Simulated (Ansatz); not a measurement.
Harmonic frequencies (cm⁻¹) at PBE0-D4/def2-TZVP from Ansatz: 99, 161, 200, 249, 252, 290, 303, 532, 563, 993, 1087, 1108, 1155, 1236, 1287, 1436, 1460, 1462, 1485, 1491, 1513, 2980, 2985, 3021, 3029, 3078, 3138.

Each molecule was computed in one conformer, which needn't be the lowest.

Problem. Which molecule is it?
A. `[CH3][Sn][CH3]`
B. `C[CH](C)[Sn][F]`
C. `C[N](C)[Sn][F]`
D. `C[S][Sn][NH2]`

Solution. C.
